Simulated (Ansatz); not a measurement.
Program: Ansatz. Geometries: PBE0-D4/def2-TZVP. ΔE: electronic, gas phase. CCSD(T)/CBS is the MP2 limit (def2-TZVPP, def2-QZVPP) plus CCSD(T) − MP2 in def2-TZVPP, frozen cores. For Br outer-core shells are correlated without core-valence functions, which leaves a few kJ/mol of doubt a bond. Scalar relativity is left out up to krypton. Each species was taken in one conformer, which may not be the lowest.

Reaction (redistribution): `CB(C)N[SiH3]` + `CO[SiH](Br)OC` → `CO[SiH](Br)O[SiH3]` + `CNB(C)C`

`CB(C)N[SiH3]`:

Cartesian coordinates in Å:
```
C -1.098 -1.829 -0.086
B -0.250 -0.503 -0.150
C 0.509 -0.114 -1.477
N -0.175 0.344 0.982
Si 0.704 1.837 1.132
H -1.779 -1.906 -0.940
H -1.689 -1.944 0.828
H -0.434 -2.698 -0.160
H 1.034 -0.975 -1.899
H 1.230 0.703 -1.384
H -0.223 0.190 -2.235
H -0.697 0.056 1.797
H 0.453 2.355 2.502
H 2.166 1.638 0.950
H 0.250 2.846 0.141
```

`CO[SiH](Br)OC`:

```xyz
13

C    -0.882   -1.688    1.841
O     0.018   -0.777    1.246
Si   -0.129   -0.141   -0.232
Br   -2.088    0.903   -0.439
O     1.089    0.911   -0.376
C     1.309    1.765   -1.479
H    -0.988   -2.597    1.239
H    -1.868   -1.235    1.974
H    -0.482   -1.961    2.818
H    -0.115   -1.171   -1.295
H     0.486    2.477   -1.594
H     2.231    2.316   -1.294
H     1.420    1.198   -2.409
```

`CO[SiH](Br)O[SiH3]`:

Cartesian coordinates in Å:
```
C -1.565 -1.800 -0.840
O -0.827 -0.604 -0.708
Si 0.727 -0.489 -0.264
Br 1.009 -1.531 1.684
O 1.093 1.070 -0.111
Si 0.857 2.403 0.826
H -2.571 -1.538 -1.169
H -1.629 -2.329 0.116
H -1.115 -2.466 -1.584
H 1.639 -1.120 -1.233
H -0.430 2.297 1.558
H 1.975 2.524 1.793
H 0.835 3.584 -0.069
```

`CNB(C)C`:

Z-matrix (Å, degrees):
```
C
N 1 1.442
H 1 1.089 2 110.0
H 1 1.095 2 111.6 3 119.6
H 1 1.095 2 111.7 3 -119.6
B 2 1.399 1 129.7 3 1.4
H 2 1.008 1 113.2 3 -178.9
C 6 1.581 2 118.0 1 179.8
C 6 1.578 2 122.7 1 -0.1
H 8 1.094 6 114.2 2 -0.2
H 8 1.096 6 110.8 2 -121.7
H 8 1.095 6 110.8 2 121.4
H 9 1.091 6 116.2 2 -2.8
H 9 1.096 6 109.7 2 119.1
H 9 1.095 6 110.1 2 -125.3
```

```csv
species,SCS-MP2/def2-TZVPP energy (Eh)
`CB(C)N[SiH3]`,-450.59423
`CO[SiH](Br)OC`,-3092.31974
`CO[SiH](Br)O[SiH3]`,-3343.39826
`CNB(C)C`,-199.54943
```

Question: Work out ΔE.

Answer: ΔE = (-3343.39826) + (-199.54943) − (-450.59423) − (-3092.31974) = -0.03372 Eh = -88.5 kJ/mol. CCSD(T)/CBS gives -87.7 kJ/mol.

Largest T1 diagnostic among the species: 0.011.
